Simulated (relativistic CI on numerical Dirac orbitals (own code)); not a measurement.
Tc2+: L-alpha,beta X-ray emission

Computed with this model: Dirac-Coulomb-Breit CI, orbitals from a KLI potential per configuration, model QED, valence Slater integrals scaled by 0.7, multiplet model of X-ray emission after core ionisation; configurations [Kr] 4d5 → [He] 2s2 2p5 3s2 3p6 3d10 4s2 4p6 4d5 → [Ar] 3d9 4s2 4p6 4d5; 300 K; Lorentzian 2 eV and Gaussian 0.6 eV FWHM. Energies are those of the free ion, without screening or charge transfer. S is read from ⟨S²⟩ = S(S + 1).

free ion: ground-state S = 2.49, centroid 2463.31 eV. Peaks (eV, height): 2425.2 (100), 2533.4 (7), 2538.6 (45).

Strongest unbroadened transitions for free ion:

| Energy (eV) | Relative strength |
| --- | --- |
| 2424.87 | 23.1 |
| 2425.11 | 28.3 |
| 2425.14 | 100.0 |
| 2425.16 | 7.1 |
| 2425.30 | 23.1 |
| 2425.35 | 55.5 |
| 2425.36 | 6.6 |
| 2425.44 | 13.9 |
| 2425.49 | 26.6 |
| 2425.57 | 9.2 |
| 2537.85 | 9.1 |
| 2538.45 | 7.2 |
| 2538.49 | 9.7 |
| 2538.51 | 6.4 |
| 2538.56 | 6.8 |
| 2538.60 | 6.6 |
| 2538.89 | 27.3 |
| 2539.05 | 10.4 |
